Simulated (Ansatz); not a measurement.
Consider the formal exchange of groups at the Si–C bond: `C[Si](N)(N)[SiH3]` + `[AlH3]` → `N[Si](N)([AlH2])[SiH3]` + CH₄.

Program: Ansatz. Geometries: PBE0-D4/def2-TZVP. ΔE: electronic, gas phase. CCSD(T)/CBS adds triple-zeta CCSD(T) − MP2 to the extrapolated MP2 energy (def2 sets, frozen cores). This one scheme is used for every species. Each species was taken in one conformer, which may not be the lowest.

| species | CCSD(T)/CBS(def2) energy (Eh) |
| --- | --- |
| `C[Si](N)(N)[SiH3]` | -731.71043 |
| `[AlH3]` | -243.78045 |
| `N[Si](N)([AlH2])[SiH3]` | -935.02554 |
| CH₄ | -40.46206 |

(1) Work out ΔE.

Largest T1 diagnostic among the species: 0.013.

Results:

(1) ΔE = (-935.02554) + (-40.46206) − (-731.71043) − (-243.78045) = 0.00328 Eh = +2.1 kcal/mol.

In def2-TZVPP, CCSD(T) changes the Hartree–Fock value by −2.3 kcal/mol (the triples alone add −0.5 kcal/mol) and MP2 by −0.8 kcal/mol. From PBE to PBE0 (25 % exact exchange), in def2-TZVPP and without D4, ΔE moves by +1.7 kcal/mol.
